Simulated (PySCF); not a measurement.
Two species compared at the same levels of theory.

First species: C8H15P.
Geometry (GFN2-xTB, Å), atoms numbered from 1 in this order:
```xyz
24
C8H15P angstrom
C      4.2834    0.2985    0.2767
C      3.1353    0.0130   -0.6452
C      2.0676   -0.6483   -0.3093
P      0.8165   -1.6149    0.1139
C     -0.3702   -0.3265    0.8126
C     -1.5840   -0.0445   -0.0830
C     -2.4842    0.9717    0.6272
C     -2.3656   -1.3358   -0.3250
C     -1.1199    0.5356   -1.4187
H      5.2034   -0.1077   -0.1432
H      4.4136    1.3749    0.3921
H      4.1128   -0.1462    1.2540
H      3.2293    0.4278   -1.6447
H     -0.7171   -0.7120    1.7768
H      0.1843    0.5956    0.9973
H     -1.9508    1.9045    0.7985
H     -3.3623    1.1865    0.0220
H     -2.8173    0.5858    1.5884
H     -1.7424   -2.0649   -0.8412
H     -2.6922   -1.7691    0.6180
H     -3.2432   -1.1403   -0.9370
H     -1.9732    0.7555   -2.0563
H     -0.5590    1.4551   -1.2628
H     -0.4764   -0.1745   -1.9365
```

Second species: C₉H₁₁OP.
SMILES: `C#CCP(CC)c1ccco1`

Levels: PBE0/pcSseg-1 for dipole moment, HOMO energy, LUMO energy and HOMO–LUMO gap; GFN2-xTB for rotational constant A and rotational constant C. Geometries: GFN2-xTB. All species are isolated and taken at one optimised geometry, non-relativistic unless stated; the electronic structure was computed with PySCF and density fitting.

Dipoles, sizes and rotational constants follow the conformer. The torsions of the flexible species, by atom-mapped SMILES:
- `[CH3:1][CH:2]=[C:3]=[P:4][CH2:5][C:6]([CH3:7])([CH3:8])[CH3:9]`: C3–P4–C5–C6 108°, P4–C5–C6–C7 178°
- `[CH:1]#[C:2][CH2:3][P:4]([CH2:5][CH3:6])[c:7]1[cH:8][cH:9][cH:10][o:11]1`: C2–C3–P4–C5 69°, C3–P4–C5–C6 174°, C3–P4–C7–C8 138°

```json
{"property": "dipole moment", "column X": "1.72 D", "column Y": "1.62 D"}
{"property": "HOMO energy", "column X": "-6.76 eV", "column Y": "-6.79 eV"}
{"property": "LUMO energy", "column X": "-0.41 eV", "column Y": "-1.11 eV"}
{"property": "HOMO–LUMO gap", "column X": "6.35 eV", "column Y": "5.68 eV"}
{"property": "rotational constant A", "column X": "1.666 GHz", "column Y": "2.638 GHz"}
{"property": "rotational constant C", "column X": "0.528 GHz", "column Y": "0.606 GHz"}
```

**Question.** Which column belongs to which species?

**Answer.** Column X is the second species and column Y the first. The first has 24 atoms and 78 electrons, the second 22 and 88.

**Question.** How does each property change from the first species to the second?

**Answer.** dipole moment +0.10 D; HOMO energy +0.03 eV; LUMO energy +0.70 eV; HOMO–LUMO gap +0.67 eV; rotational constant A -0.972 GHz; rotational constant C -0.078 GHz.

On the first: In atomic units the dipole is 0.64 e·bohr (1 au = 2.5417 D).

On the second: In atomic units the dipole is 0.68 e·bohr (1 au = 2.5417 D).
